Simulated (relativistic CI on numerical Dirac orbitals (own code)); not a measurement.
## Radial parameters of Xe VIII

Method of calculation: Dirac-Coulomb-Breit CI, KLI orbitals optimised for each configuration, model QED, unscaled Slater integrals (own radial code, finite nucleus).

Slater integrals F^k, G^k are unscaled and averaged over j, outside the closed core [Kr]; ζ comes from projecting the Hamiltonian with its Breit term on Σ l·s of the shell.

- 4d¹⁰5p: ζ(5p) = 11909 cm⁻¹; <r>(5p) = 1.781, <r^2>(5p) = 3.541 (bohr units).
- 4d¹⁰5d: ζ(5d) = 1113.3 cm⁻¹; <r>(5d) = 2.161, <r^2>(5d) = 5.227 (bohr units).
- 4d¹⁰4f: ζ(4f) = 94.779 cm⁻¹; <r>(4f) = 1.262, <r^2>(4f) = 1.94 (bohr units).

In this model ζ of a weakly bound d, f or g electron outside closed shells comes out too small, for d by up to a factor of two or three and at times with the wrong sign; that of an outer p electron is too small as well.

Averages of the first 10 configurations, taken without configuration mixing, which lowers the lowest level and can move excited configurations by several eV; other configurations of the list can lie among them:

```json
{"Configuration": "4d¹⁰5s", "Parity": "even", "States": "2", "Average energy above the lowest level (eV)": "0.1"}
{"Configuration": "4d¹⁰5p", "Parity": "odd", "States": "6", "Average energy above the lowest level (eV)": "15.8"}
{"Configuration": "4d¹⁰5d", "Parity": "even", "States": "10", "Average energy above the lowest level (eV)": "38.0"}
{"Configuration": "4d¹⁰4f", "Parity": "odd", "States": "14", "Average energy above the lowest level (eV)": "32.7"}
{"Configuration": "4d¹⁰5f", "Parity": "odd", "States": "14", "Average energy above the lowest level (eV)": "60.8"}
{"Configuration": "4d¹⁰5g", "Parity": "even", "States": "18", "Average energy above the lowest level (eV)": "69.2"}
{"Configuration": "4d¹⁰6s", "Parity": "even", "States": "2", "Average energy above the lowest level (eV)": "48.0"}
{"Configuration": "4d⁹5s4f", "Parity": "odd", "States": "280", "Average energy above the lowest level (eV)": "85.9"}
{"Configuration": "4d⁹5s²", "Parity": "even", "States": "10", "Average energy above the lowest level (eV)": "55.7"}
{"Configuration": "4d¹⁰6p", "Parity": "odd", "States": "6", "Average energy above the lowest level (eV)": "54.5"}
```
